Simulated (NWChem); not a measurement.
**Ionisation of CF2 (+1)**

```
C
F 1 1.2288
F 1 1.2288 2 124.51
```
Charge +1, spin multiplicity 2.

The numbers come from NWChem runs, not from measurements. Structure: optimised with UPBE/def2-SVP, a minimum by its harmonic frequencies.

Basis set: def2-TZVPD. The species with one electron less has spin multiplicity 1 and keeps the geometry of the parent. Δ marks differences of total energies (open shells unrestricted). −ε marks an orbital energy of the parent. That orbital need not have the symmetry of the hole or added electron in the Δ rows. That singlet is a closed-shell solution.

B3LYP has NWChem's definition, with VWN1-RPA local correlation. This spin state was chosen for the runs; another may lie lower. The structure started from a generated list of species. The unpaired electrons of the parent sit in orbitals of symmetry a1 (C2v labels of the run); other states weren't searched. No SCF solution was tested for a lower state.

Task: One of these methods gave a first vertical ionisation energy of 17.20 eV. Which?
(A) −ε(alpha HOMO) of TPSS
(B) ΔB3LYP
(C) −ε(alpha HOMO) of B3LYP
(D) −ε(alpha HOMO) of PBE

Result: D, −ε(alpha HOMO) of PBE. The others give 18.91 (−ε(alpha HOMO) of B3LYP), 17.52 (−ε(alpha HOMO) of TPSS), 22.94 (ΔB3LYP).
